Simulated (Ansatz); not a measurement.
`BN([SiH3])[SiH3]` + `OC[TeH]` → `[SiH3]OC[TeH]` + `BN[SiH3]`  (ligand exchange at the Si–N bond)

Computed with Ansatz on PBE0-D4/def2-TZVP structures; ΔE is electronic, products minus reactants. CCSD(T)/CBS adds triple-zeta CCSD(T) − MP2 to the extrapolated MP2 energy (def2 sets, frozen cores). DFT in def2-TZVPP. B3LYP here is the variant with VWN-RPA as its local correlation; programs differ in this. Elements past krypton have def2 core potentials. For Te outer-core shells are correlated without core-valence functions, which leaves a few kJ/mol of doubt a bond. One conformer a species, not always the lowest.

`BN([SiH3])[SiH3]`:

Cartesian coordinates in Å:
```
B -1.226 -0.971 0.576
N -0.209 -0.132 0.080
Si -0.553 1.402 -0.692
Si 1.448 -0.681 0.265
H -2.377 -0.655 0.482
H -0.920 -2.012 1.096
H -0.015 1.401 -2.077
H -2.021 1.603 -0.712
H 0.107 2.503 0.057
H 1.653 -1.965 -0.449
H 1.783 -0.852 1.700
H 2.332 0.358 -0.327
```

`OC[TeH]`:

Z-matrix (Å, degrees):
```
C
Te 1 2.178
O 1 1.388 2 115.2
H 1 1.088 2 105.4 3 -118.4
H 1 1.093 2 105.3 3 126.2
H 2 1.658 1 93.0 3 -98.8
H 3 0.961 1 109.1 2 58.2
```

`[SiH3]OC[TeH]`:

Cartesian coordinates in Å:
```
Si -0.382 -1.425 0.370
O 0.272 -0.553 -0.873
C 0.730 0.751 -0.757
Te -0.798 2.274 -0.478
H -0.389 -2.830 -0.094
H -1.760 -0.976 0.690
H 0.467 -1.270 1.584
H 1.222 1.034 -1.688
H 1.431 0.878 0.073
H -0.793 2.117 1.173
```

`BN[SiH3]`:

Z-matrix (Å, degrees):
```
Si
N 1 1.745
H 1 1.487 2 110.4
H 1 1.480 2 107.6 3 -120.5
H 1 1.487 2 110.4 3 119.0
B 2 1.399 1 126.7 3 120.4
H 2 1.011 1 116.7 3 -59.6
H 6 1.198 2 119.6 1 -180.0
H 6 1.198 2 119.0 1 -0.0
```

```csv
level,ΔE (kJ/mol),difference from CCSD(T)/CBS
PBE-D4,-41.9,2.7
PBE0-D4,-42.0,2.6
ωB97M-V,-45.4,-0.8
B2PLYP,-49.1,-4.5
r2SCAN,-46.0,-1.4
B3LYP,-50.5,-5.9
MP2/def2-TZVPP,-45.2,-0.6
CCSD(T)/def2-TZVPP,-44.7,-0.1
SCS-MP2/def2-QZVPP,-46.8,-2.2
CCSD/CBS(def2),-45.7,-1.1
CCSD(T)/CBS,-44.6,0
```

Largest T1 diagnostic among the species: 0.013.

In def2-TZVPP, CCSD(T) changes the Hartree–Fock value by +7.8 kJ/mol (the triples alone add +1.1 kJ/mol) and MP2 by +7.3 kJ/mol.
